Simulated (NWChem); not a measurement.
# Ionisation of H4ClNOSi2

```
N
H 1 1.0122
Si 1 1.7381 2 134.15
O 3 1.6878 1 88.29 2 -174.54
Si 4 1.7041 3 94.09 1 0.72
H 3 1.4778 4 114.29 5 121.87
H 5 1.4874 4 112.60 3 -117.91
H 5 1.4879 7 109.34 4 127.17
Cl 3 2.0712 6 105.97 4 -125.52
```
Charge 0, spin multiplicity 1.

Everything below was run with NWChem. The geometry was optimised at B3LYP/def2-SVP, a minimum by its harmonic frequencies. It is one conformer; others weren't searched.

Basis set: def2-TZVP. −ε marks an orbital energy of the parent.

The structure started from a generated list of species.

Q: For the first vertical ionisation energy, G0W0@PBE0 gives 10.01 eV and G0W0@BHandHLYP gives 10.29 eV. What do −ε(HOMO) of PBE, G0W0@PBE, −ε(HOMO) of HF give?

A: −ε(HOMO) of PBE: 6.62 eV; G0W0@PBE: 9.58 eV; −ε(HOMO) of HF: 11.40 eV.
